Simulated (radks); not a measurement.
All-electron atom: Bi III in [Xe] 4f13 5d10 6s2 6p2 (not the ground configuration). All-electron calculation, scalar-relativistic Kohn-Sham, r2SCAN, spin-polarised, spherical densities, finite nucleus; open shells are filled with parallel spins first (spin-orbit coupling, left out, can overturn this in heavy ions); meta-GGA in the generalised Kohn-Sham scheme; Fermi nuclear charge, rms radius 5.5211 fm. Program: a radial shooting solver on a logarithmic mesh with Libxc functionals.

Radial electron density D(r) = 4 pi r^2 rho(r):

r (bohr)  D(r) (e/bohr)   spin D(r)
0.001284          18.64   -0.000116
0.001494          22.93   -0.000139
0.00174           28.03   -0.000165
0.002009          33.69   -0.000189
0.002339          40.60   -0.000214
0.002723          48.48   -0.000233
0.00317           57.27   -0.000238
0.00369           66.83   -0.000218
0.004262          76.36   -0.000159
0.004961          86.51  -0.0000272
0.005776          96.20    0.000215
0.006724          104.7    0.000624
0.007765          111.1     0.00124
0.00904           115.3     0.00221
0.01052           116.5     0.00365
0.01225           114.8     0.00569
0.01426           110.8     0.00843
0.01647           106.5      0.0117
0.01918           103.3      0.0159
0.02232           104.1      0.0203
0.02599           110.6      0.0243
0.03026           122.7      0.0269
0.03494           137.2      0.0268
0.04068           151.0      0.0230
0.04736           158.0      0.0158
0.05513           154.8     0.00785
0.06418           142.9     0.00565
0.07412           130.1      0.0177
0.08629           123.8      0.0565
0.1005            129.4       0.133
0.1169            142.1       0.254
0.1361            148.8       0.434
0.1572            139.7       0.676
0.183             115.6        1.03
0.2131            91.73        1.51
0.2481            83.41        2.04
0.2888            91.13        2.48
0.3335            99.30        2.63
0.3883            94.32        2.45
0.452             74.53        2.01
0.5262            51.49        1.52
0.6126            36.05        1.13
0.7075            29.92       0.807
0.8236            27.33       0.459
0.9588            23.78       0.128
1.116             18.35     -0.0482
1.289             12.98      0.0396
1.501             8.524       0.385
1.747             5.614       0.816
2.034             3.771        1.10
2.368             2.475        1.11
2.734             1.531       0.890
3.183            0.8004       0.558
3.706            0.3450       0.272
4.314            0.1177       0.101
5.022           0.03073      0.0279
5.8            0.006506     0.00614
6.753         0.0009017    0.000873

D(r) has 4 maxima, at r = 0.0104, 0.0489, 0.135, 0.344 bohr, and minima at 0.0203, 0.0870, 0.246 bohr, inside which lie 1.88, 11.00, 30.04 electrons.
